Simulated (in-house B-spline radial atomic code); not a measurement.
Configurations of Kr⁺, with energies counted from [Ar] 3d10 4s2 4p5. Computed with a B-spline radial code for spherical atoms: scalar-relativistic (X2C) Hartree-Fock, spin-polarised, averaged over the determinants with the given up and down occupations, Fermi nucleus of rms radius 4.1884 fm. Shells without spins written out take the highest spin.

Occupations are held fixed; configurations that lie above the ionisation limit could autoionise.

```csv
configuration,E - E(ref) (eV),highest orbital,its <r> (bohr)
[Ar] 3d10 4s2 4p4 5s1,13.414,5s up,4.31
[Ar] 3d10 4s2 4p4 5d1,19.076,5d up,8.43
[Ar] 3d10 4s2 4p4 4f1,19.811,4f up,8.866
[Ar] 3d9 4s2 4p5 4d1,96.849,4d up,3.102
[Ne] 3s2 3p5 3d10 4s2 4p6,206.56,4p down,1.756
```

(1) Order these further configurations by energy, lowest first.
A. [Ar] 3d10 4s2 4p4 4d1
B. [Ar] 3d10 4s2 4p(3 up, 1 down) 4f(0 up, 1 down)
C. [Ar] 3d10 4s2 4p(2 up, 2 down) 4d(1 up, 0 down)
D. [Ar] 3d10 4s1 4p5 4f1
E. [Ar] 3d(5 up, 4 down) 4s2 4p6

(2) How far above the reference does [Ar] 3d(4 up, 5 down) 4s2 4p(3 up, 2 down) 4f(0 up, 1 down) lie?

## Answers

(1) A (14.818 eV), C (17.029 eV), B (19.819 eV), D (36.47 eV), E (79.419 eV).

(2) 102.34 eV; its least bound orbital is 4f down with <r> = 8.903 bohr.
